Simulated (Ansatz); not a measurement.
Energy needed to pull apart B2H3Se, doublet, into free ground-state atoms, from the structure below (displaced at random from a GFN2-xTB minimum); no zero-point or spin–orbit terms; open-shell atoms are treated unrestricted, in their ground-state multiplicity.

B1  (-0.291, -0.085, -0.843)
B2  (0.285, -0.096, 0.701)
Se3  (0.802, 1.202, 1.602)
H4  (-1.371, 0.263, -0.939)
H5  (0.472, -0.084, -1.738)
H6  (0.236, -1.429, 1.301)
(Å)

Program: Ansatz 0.2.0. Basis: def2-TZVPP. Cores are frozen in the correlated methods; orbitals are unrestricted. Filled d shells of the heavier atoms are correlated. The def2 sets are not built for correlating such inner shells, so the correlated values are less sure here.

```tsv
method	atomization energy (eV)
PBE-D4	18.82
BLYP-D4	18.43
r2SCAN-D4	18.73
PBE0-D4	18.52
LC-wPBE	18.16
wB97M-V	?
HF	13.72
MP2	?
CCSD	17.30
CCSD(T)	17.58
```

**Question.** What does MP2 give? (To be estimated.)

**Answer.** By the calculation: 17.79 eV, which is about 0.21 eV more than CCSD(T)/def2-TZVPP.

**Question.** What does wB97M-V give? (To be estimated.)

**Answer.** The calculation gives: 18.26 eV, which is about 0.68 eV more than CCSD(T)/def2-TZVPP.

In triple zeta the MP2 and coupled-cluster atomization energies are still short of their basis limit by a few kcal/mol a bond, whereas those of the functionals are nearly converged, so these differences are not deviations from converged CCSD(T).

The T1 diagnostic stays at or below 0.021. ⟨S²⟩ of the unrestricted Hartree–Fock references: 0.79 (a pure state has 0.75).

For scale, one of the runs: CCSD(T)/def2-TZVPP forces, 152 basis functions (an equivalent command: `ansatz run in.yaml --threads 4`). Hardware: 4 CPU threads, shared host. Wall time 6.2 min; peak host memory 4.5 GiB.
